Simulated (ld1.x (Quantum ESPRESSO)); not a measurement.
# u(r) = r·R(r): atom against pseudo-atom (boron (B))

Columns: radius, all-electron u(r) and pseudo u(r) of the 2p shell (level -13.36 eV) of boron in the configuration [He] 2s2 2p0; PBE, scalar-relativistic, TM scheme, ld1.x (Quantum ESPRESSO) 7.5.

```json
{"r (bohr)": "0.190", "all-electron": "0.0990", "pseudo": "0.0290"}
{"r (bohr)": "0.380", "all-electron": "0.2686", "pseudo": "0.1115"}
{"r (bohr)": "0.570", "all-electron": "0.4259", "pseudo": "0.2344"}
{"r (bohr)": "0.760", "all-electron": "0.5477", "pseudo": "0.3782"}
{"r (bohr)": "0.950", "all-electron": "0.6339", "pseudo": "0.5207"}
{"r (bohr)": "1.140", "all-electron": "0.6872", "pseudo": "0.6412"}
{"r (bohr)": "1.330", "all-electron": "0.7098", "pseudo": "0.7248"}
{"r (bohr)": "1.520", "all-electron": "0.7074", "pseudo": "0.7652"}
{"r (bohr)": "1.710", "all-electron": "0.6858", "pseudo": "0.7644"}
{"r (bohr)": "1.900", "all-electron": "0.6510", "pseudo": "0.7309"}
{"r (bohr)": "2.090", "all-electron": "0.6077", "pseudo": "0.6761"}
{"r (bohr)": "2.280", "all-electron": "0.5598", "pseudo": "0.6109"}
{"r (bohr)": "2.470", "all-electron": "0.5104", "pseudo": "0.5440"}
{"r (bohr)": "2.660", "all-electron": "0.4615", "pseudo": "0.4808"}
{"r (bohr)": "2.850", "all-electron": "0.4145", "pseudo": "0.4239"}
{"r (bohr)": "3.040", "all-electron": "0.3701", "pseudo": "0.3738"}
{"r (bohr)": "3.230", "all-electron": "0.3288", "pseudo": "0.3299"}
{"r (bohr)": "3.420", "all-electron": "0.2908", "pseudo": "0.2910"}
{"r (bohr)": "3.610", "all-electron": "0.2562", "pseudo": "0.2562"}
{"r (bohr)": "3.800", "all-electron": "0.2247", "pseudo": "0.2247"}
{"r (bohr)": "3.990", "all-electron": "0.1965", "pseudo": "0.1965"}
{"r (bohr)": "4.180", "all-electron": "0.1712", "pseudo": "0.1712"}
{"r (bohr)": "4.370", "all-electron": "0.1487", "pseudo": "0.1487"}
{"r (bohr)": "4.560", "all-electron": "0.1288", "pseudo": "0.1288"}
{"r (bohr)": "4.750", "all-electron": "0.1113", "pseudo": "0.1113"}
{"r (bohr)": "4.940", "all-electron": "0.0959", "pseudo": "0.0959"}
```

**Question.** How many radial nodes do the two functions have?

**Answer.** The all-electron 2p function has n − l − 1 = 0; the pseudo-wave has 0.

**Question.** At about which radius was the pseudo-wave matched?

**Answer.** 3.80 bohr. The columns agree to 0.0005 from 3.42 bohr on; several derivatives are matched, so the curves merge somewhat inside the radius.

**Question.** Is the pseudo-wave norm-conserving?

**Answer.** Yes: the TM scheme keeps the norm inside the radius equal to the all-electron one, which fixes the energy derivative of the logarithmic derivative at the level.
